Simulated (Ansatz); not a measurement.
A structure relaxed at PBE0-D4/def2-TZVP, charge 0, multiplicity 1:

Cartesian coordinates in Å:
```
C -0.960 -1.577 0.246
C -0.047 -0.615 0.137
C 0.276 0.086 -1.146
C -0.258 1.514 -1.190
C 0.730 -0.175 1.324
O 1.641 0.613 1.276
O 0.337 -0.739 2.480
H -1.173 -2.052 1.195
H -1.514 -1.915 -0.622
H 1.361 0.107 -1.274
H -0.141 -0.494 -1.973
H 0.172 2.114 -0.387
H -0.003 1.990 -2.139
H -1.346 1.528 -1.086
H 0.925 -0.385 3.160
```

Problem. Give its formula and SMILES.

Solution. C5H8O2, `C=C(CC)C(=O)O`.

Problem. Point group (tolerance 0.08 Å, 0.16 Å for H)?

Solution. C1.

Problem. Summarise the bond lengths by kind.

Solution. 4 × C–C 1.331 to 1.525 Å; 7 × C–H 1.082 to 1.093 Å; 2 × C–O 1.205 to 1.345 Å; 1 × H–O 0.967 Å.

Program: Ansatz 0.2.0.
